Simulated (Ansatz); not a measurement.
Species: C₃H₉B, SMILES `CB(C)C` (charge 0, multiplicity 1).

### Question
Give a relaxed geometry from B3LYP-D3(BJ)/def2-SVP (Ansatz, a quantum-chemistry and plane-wave program).

### Answer
the end point of this relaxation (outside a Z-matrix the atoms follow the SMILES, hydrogens last).
Z-matrix (Å, degrees):
```
B
C 1 1.5759
H 2 1.1015 1 114.92
H 2 1.1026 3 109.55 1 129.16
H 2 1.1098 3 106.57 4 113.71
C 1 1.5759 2 119.94 3 -16.80
H 6 1.1016 1 115.07 2 -159.54
H 6 1.1027 7 109.60 1 -129.51
H 6 1.1099 7 106.62 8 -113.74
C 1 1.5768 2 120.52 3 164.95
H 10 1.1010 1 115.45 2 -16.50
H 10 1.1038 11 109.25 1 127.72
H 10 1.1088 11 107.32 12 113.35
```
